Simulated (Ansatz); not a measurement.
System: C$_{2}$H$_{8}$O$_{2}$Si, charge 0, multiplicity 1. 
Structure (B3LYP-D3(BJ)/def2-TZVP (Ansatz, an electronic-structure program) minimum search):
```
Si
O 1 1.6487
H 2 0.9603 1 117.43
O 1 1.6591 2 106.66 3 40.76
H 4 0.9592 1 118.16 2 -146.37
C 1 1.8577 2 105.80 3 159.82
H 6 1.0914 1 110.45 2 -61.17
H 6 1.0921 7 108.04 1 -121.56
H 6 1.0924 7 108.11 8 -116.62
C 1 1.8697 2 111.83 3 -78.40
H 10 1.0922 1 110.58 2 -59.68
H 10 1.0927 11 107.70 1 -121.92
H 10 1.0934 11 107.50 12 -116.02
```

Dipole moments at this geometry, in debye (magnitudes).

```csv
level,program,dipole (D)
B97M-V/def2-TZVPD,Ansatz,1.94
B3LYP/def2-TZVPD,Ansatz,2.01
PBE0/def2-TZVPD,Ansatz,2.01
CAM-B3LYP/def2-TZVPD,Ansatz,___
wB97M-V/def2-TZVPD,Ansatz,2.02
CCSD(T)/aug-cc-pV(D+d)Z,Ansatz,___
```

### Question
Fill in the missing entries.

### Answer

- CAM-B3LYP/def2-TZVPD, dipole (D): 2.07
- CCSD(T)/aug-cc-pV(D+d)Z, dipole (D): 1.98
